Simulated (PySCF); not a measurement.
# Radial density of Be (beryllium, neutral)

UHF, [He] 2p2, high-spin 3P determinant (an excited configuration). Calculation: PySCF 2.14, in x2c-TZVPPall (5s3p1d, 19 functions); the spin-free X2C one-electron Hamiltonian (Gaussian nucleus).

```json
{"r (bohr)": "0.00661", "4πr²ρ (e/bohr)": "0.01798", "4πr²(ρα − ρβ)": "-0.0001"}
{"r (bohr)": "0.0111", "4πr²ρ (e/bohr)": "0.04913", "4πr²(ρα − ρβ)": "-0.0002"}
{"r (bohr)": "0.0187", "4πr²ρ (e/bohr)": "0.1299", "4πr²(ρα − ρβ)": "-0.0005"}
{"r (bohr)": "0.0314", "4πr²ρ (e/bohr)": "0.3317", "4πr²(ρα − ρβ)": "-0.0013"}
{"r (bohr)": "0.0529", "4πr²ρ (e/bohr)": "0.7902", "4πr²(ρα − ρβ)": "-0.0029"}
{"r (bohr)": "0.0889", "4πr²ρ (e/bohr)": "1.685", "4πr²(ρα − ρβ)": "-0.0059"}
{"r (bohr)": "0.150", "4πr²ρ (e/bohr)": "2.975", "4πr²(ρα − ρβ)": "-0.0086"}
{"r (bohr)": "0.252", "4πr²ρ (e/bohr)": "3.877", "4πr²(ρα − ρβ)": "-0.0032"}
{"r (bohr)": "0.423", "4πr²ρ (e/bohr)": "3.115", "4πr²(ρα − ρβ)": "0.0324"}
{"r (bohr)": "0.712", "4πr²ρ (e/bohr)": "1.233", "4πr²(ρα − ρβ)": "0.1341"}
{"r (bohr)": "1.20", "4πr²ρ (e/bohr)": "0.4736", "4πr²(ρα − ρβ)": "0.3670"}
{"r (bohr)": "2.01", "4πr²ρ (e/bohr)": "0.6177", "4πr²(ρα − ρβ)": "0.6166"}
{"r (bohr)": "3.39", "4πr²ρ (e/bohr)": "0.4639", "4πr²(ρα − ρβ)": "0.4639"}
{"r (bohr)": "5.70", "4πr²ρ (e/bohr)": "0.08800", "4πr²(ρα − ρβ)": "0.0880"}
{"r (bohr)": "9.58", "4πr²ρ (e/bohr)": "0.0004788", "4πr²(ρα − ρβ)": "0.0005"}
```

Densities and radii are taken from the X2C orbitals without a picture-change correction, which distorts them close to the nucleus.

(1) Where is the radial spin density 4πr²(ρα − ρβ) most negative, and why is it negative at all?

Answers

(1) Around r = 0.150 bohr, down to -0.0086 e/bohr: exchange with the open shell polarises the paired shells in an unrestricted calculation.
